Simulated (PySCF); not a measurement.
Compound: C₅H₈OP₂S.
Numbering: `[CH3:1][P@@:2](=[O:3])([PH2:4])[c:5]1[cH:6][cH:7][cH:8][s:9]1`

Probes without a nucleus sit at each ring's centroid and 1 Å off its mean plane on both sides; NICS is minus the shielding there, NICSzz its component along the normal. Level: GIAO PBE0/pcSseg-1 (PySCF, non-relativistic, gas phase) on the PBE0-D3(BJ)/def2-SVP geometry, one conformer.

Ring bond lengths (Å), with Mayer bond orders in brackets: C5–C6 1.376 (1.56), C6–C7 1.421 (1.27), C7–C8 1.371 (1.57), C8–S9 1.716 (1.18), S9–C5 1.727 (1.11).

Problem. What do the NICS probes read (ppm)?

Solution. 
```tsv
ring	type	NICS(0)	NICS(1), two faces	NICS(1)zz, two faces	rms pucker (Å)	centre to ring atoms, mean (Å)
C5–C6–C7–C8–S9	5-membered ring with S; formal bonds all aromatic	-12.2	-11.2 / -11.3	-26.1 / -26.2	0.00	1.29
```

Problem. What can be read from them?

Solution. 
- C5–C6–C7–C8–S9: mean NICS(1)zz -26.1 ppm, shielded, aromatic by this magnetic criterion (flat ring, no four-coordinate atom).

Problem. And the bond-length index? Use HOMA with the parameters of Krygowski (1993).

Solution. 
- C5–C6–C7–C8–S9: HOMA 0.84; the largest term is that of C6–C7, α(R − Ropt)² = 0.29. The geometric and the magnetic index point the same way.

Problem. At the first NICS(1) probe listed for ring C5–C6–C7–C8–S9, 1 Å off the ring, what do the in-plane components average?

Solution. The isotropic value is a third of the trace: (3 × -11.2 − (-26.1))/2 = -3.7 ppm.

Problem. Give the inner angles of the rings and the Hirshfeld charges of the ring atoms.

Solution. 
- C5–C6–C7–C8–S9: C5 111.1° (-0.098 e), C6 112.7° (-0.054 e), C7 112.5° (-0.066 e), C8 111.8° (-0.073 e), S9 91.9° (+0.112 e); sum 540.0° against 540° for a flat convex ring.

Problem. How do the values depend on the level or the medium?

Solution. 
| level | NICS(0), C5–C6–C7–C8–S9 | mean NICS(1)zz, C5–C6–C7–C8–S9 |
| --- | --- | --- |
| PBE0/pcSseg-1, gas | -12.2 | -26.1 |
| wB97X-D/pcSseg-1, gas | -11.9 | -26.0 |
| PBE0/pcSseg-1, IEF-PCM benzene | -12.1 | -26.1 |
| PBE0/pcSseg-1, IEF-PCM cyclohexane | -12.1 | -26.1 |

The geometry is the same throughout; the continuum's cavity takes Bondi-type radii × 1.2.

The values belong to the conformer `[CH3:1][P@@:2](=[O:3])([PH2:4])[c:5]1[cH:6][cH:7][cH:8][s:9]1`: C1–P2–C5–C6 134°, H–P4–P2–C1 171°, H–P4–P2–C1 77°.
